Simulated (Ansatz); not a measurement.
Isolated molecules relaxed with PBE0-D4/def2-TZVP in Ansatz; ΔE leaves out vibrations. CBS: MP2 limit from def2 TZ/QZ plus the TZ coupled-cluster correction, frozen cores. Functionals use def2-TZVPP. B3LYP here is the variant with VWN-RPA as its local correlation; programs differ in this. Each species was taken in one conformer, which may not be the lowest.

`C[SiH](O)O[SiH2]O` + `[SiH3]S` → `O[SiH2]S[SiH3]` + `C[SiH](O)O`  (ligand exchange at the Si–O bond)

```tsv
level	ΔE (kJ/mol)
B3LYP	59.0
HF/def2-TZVPP	74.6
```

(1) What does CCSD(T)/CBS give? (Estimate.)

Largest T1 diagnostic among the species: 0.012.

## Answers

(1) Computed: +55.0 kJ/mol. The listed levels differ from it by 4.0, 19.6 kJ/mol.

In def2-TZVPP, CCSD(T) changes the Hartree–Fock value by −15.8 kJ/mol (the triples alone add −3.4 kJ/mol) and MP2 by −20.8 kJ/mol. From PBE to PBE0 (25 % exact exchange), in def2-TZVPP and without D4, ΔE moves by +5.1 kJ/mol.
